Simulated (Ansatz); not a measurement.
Reaction (formal exchange of groups at the Sn–C bond): `[CH3][SnH]([CH3])[Cl]` + `CCC(C)(C)CC` → `[CH3][SnH2][Cl]` + `CCC(C)(CC)CC`

Isolated molecules relaxed with PBE0-D4/def2-TZVP in Ansatz; ΔE leaves out vibrations. CBS: MP2 limit from def2 TZ/QZ plus the TZ coupled-cluster correction, frozen cores. DFT in def2-TZVPP. B3LYP here is the variant with VWN-RPA as its local correlation; programs differ in this. HSE06 is defined as in plane-wave codes. def2 core potentials past Kr. For Sn outer-core shells are correlated without core-valence functions, which leaves a few kJ/mol of doubt a bond. Each species was taken in one conformer, which may not be the lowest.

| level | ΔE (kJ/mol) | difference from CCSD(T)/CBS |
| --- | --- | --- |
| LDA (SPW92) | 27.1 | -15.8 |
| PBE-D4 | 38.1 | -4.8 |
| revPBE-D4 | 35.5 | -7.4 |
| BLYP-D4 | 40.0 | -2.9 |
| r2SCAN-D4 | 39.2 | -3.7 |
| B97M-V | 30.4 | -12.5 |
| B3LYP-D4 | 38.8 | -4.1 |
| r2SCANh-D4 | 38.6 | -4.3 |
| r2SCAN0-D4 | 37.4 | -5.5 |
| HSE06-D4 | 36.9 | -6.0 |
| BHLYP-D4 | 37.6 | -5.3 |
| CAM-B3LYP-D4 | 35.8 | -7.1 |
| ωB97X-V | 35.1 | -7.8 |
| ωB97M-V | 36.5 | -6.4 |
| B2PLYP | 42.7 | -0.2 |
| revPBE | 46.7 | 3.8 |
| r2SCAN | 40.5 | -2.4 |
| PBE0 | 39.2 | -3.7 |
| B3LYP | 43.3 | 0.4 |
| r2SCANh | 39.8 | -3.1 |
| r2SCAN0 | 38.8 | -4.1 |
| HSE06 | 39.4 | -3.5 |
| BHLYP | 39.6 | -3.3 |
| CAM-B3LYP | 38.4 | -4.5 |
| LC-ωPBE | 37.6 | -5.3 |
| RPA@PBE/def2-TZVPP | 36.4 | -6.5 |
| HF/def2-SVP | 30.5 | -12.4 |
| MP2/def2-SVP | 26.7 | -16.2 |
| CCSD/def2-SVP | 24.4 | -18.5 |
| CCSD(T)/def2-SVP | 23.4 | -19.5 |
| HF/def2-TZVPP | 39.4 | -3.5 |
| MP2/def2-TZVPP | 43.1 | 0.2 |
| SCS-MP2/def2-TZVPP | 41.5 | -1.4 |
| CCSD/def2-TZVPP | 38.7 | -4.2 |
| CCSD(T)/def2-TZVPP | 38.8 | -4.1 |
| HF/def2-QZVPP | 39.6 | -3.3 |
| SCS-MP2/def2-QZVPP | 43.8 | 0.9 |
| HF/CBS(def2) | 39.6 | -3.3 |
| MP2/CBS(def2) | 47.2 | 4.3 |
| CCSD/CBS(def2) | 42.8 | -0.1 |
| CCSD(T)/CBS | 42.9 | 0 |

Largest T1 diagnostic among the species: 0.011.

From BLYP to BHLYP (50 % exact exchange), in def2-TZVPP and without D4, ΔE moves by −6.9 kJ/mol. Leaving LDA and LC-ωPBE aside and taking each functional with its dispersion term where it has one, the values spread over 12.3 kJ/mol, from B97M-V to B2PLYP. LDA lies −14.2 kJ/mol from PBE without D4. At CCSD(T), def2-SVP lies −19.5 kJ/mol from the extrapolated value and def2-TZVPP −4.1 kJ/mol.

CCSD(T)/CBS has its own doubt, a few kJ/mol and more with outer-core shells, so smaller differences from it don't rank the levels.
